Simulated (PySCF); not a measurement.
B(Me)(OMe)(nPr), SMILES O(B(CCC)C)C (C5H13BO), GFN2-xTB optimised geometry. Atoms within 1.6 Å of the plane z = 0.0 Å (x, y, z in Å): B1 (-0.62, 1.42, 0.00), C2 (-1.49, 2.76, 0.00), H3 (-2.56, 2.58, 0.00), H4 (-1.26, 3.37, -0.87), H5 (-1.26, 3.37, 0.87), O6 (0.71, 1.42, 0.00), C7 (1.51, 2.58, 0.00), H8 (1.32, 3.18, 0.89), H9 (2.56, 2.26, 0.00), H10 (1.32, 3.18, -0.89), C11 (-1.35, 0.00, 0.00), C12 (-0.41, -1.21, -0.01), C13 (-1.17, -2.53, -0.01), H14 (-2.01, -0.07, -0.86), H15 (-2.00, -0.08, 0.88), H16 (0.23, -1.16, -0.90), H17 (0.25, -1.17, 0.86), H18 (-1.79, -2.61, 0.87), H19 (-0.48, -3.37, -0.02), H20 (-1.81, -2.60, -0.89).

Calculation: PBE0/def2-SVP (PySCF). Cells within 0.4 Å of a nucleus heavier than hydrogen are left out (blank, or x).

Map of the electrostatic potential (hartree/e), clipped to [-0.08, 0.12] on the plane z = 0.0 Å:

```
|333333333333334444444433333|
|333333333333334444444443333|
|333333333333334444444444333|
|333333333333344445444444333|
|333333335775444567654444433|
|333334569999545999965444433|
|333345999xx9868999997544433|
|333346999xx99899xx999744433|
|333345999999999999999744433|
|33333444599xx9xx99999544333|
|33333333499xx9xx97454443333|
|333333336999999971233333333|
|333333349999974100123333333|
|333333359xx9952001122333333|
|333333349999995211222333333|
|333333236999x99322222333333|
|333333234699x99422223333333|
|333333234999999322223333333|
|333333338999995322233333333|
|3333333399xx963222333333333|
|333333237999994333333333333|
|333333234999995333333333333|
|333333223359994333333333333|
|333333322234543333333333333|
|333333332233333333333333333|
|333333333333333333333333333|
|333333333333333333333333333|
```
Scale: ten equal steps from -0.066 (start of '0') to 0.120 (end of '9'), in the order '0123456789'; x runs from -5.50 to 5.50, y from -5.50 (bottom) to 5.50 (top).
